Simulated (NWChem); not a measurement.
# GeHOF, singlet; SMILES [Ge]([F])[OH]

```xyz
4

Ge     0.4258    -0.0029     0.0000
F     -0.7066    -1.3643     0.0000
O     -0.8509     1.2750     0.0000
H     -0.4575     2.1700     0.0000
```
Atoms are numbered in this order, from 1.

Low-valent species are run as closed-shell singlets; no triplet was tried in these runs. Structure relaxed at the PBE-D3(BJ)/def2-SVP level.

Symmetry labels are those of Cs in the frame above (b1 and b2, or b-type labels, depend on it).

Q: List the 4 lowest vertical singlet excitations from PBE/aug-cc-pVDZ, full TDDFT (NWChem).

A: 
```json
[
 {"state": "S1", "energy (eV)": "4.57", "oscillator strength": "0.055", "symmetry": "a\"", "leading excitation (squared amplitude)": "HOMO → LUMO (0.97)"},
 {"state": "S2", "energy (eV)": "5.66", "oscillator strength": "0.002", "symmetry": "a'", "leading excitation (squared amplitude)": "HOMO−1 → LUMO (0.70)"},
 {"state": "S3", "energy (eV)": "6.14", "oscillator strength": "0.001", "symmetry": "a\"", "leading excitation (squared amplitude)": "HOMO−2 → LUMO (1.00)"},
 {"state": "S4", "energy (eV)": "6.34", "oscillator strength": "0.141", "symmetry": "a'", "leading excitation (squared amplitude)": "HOMO → LUMO+1 (0.58)"}
]
```
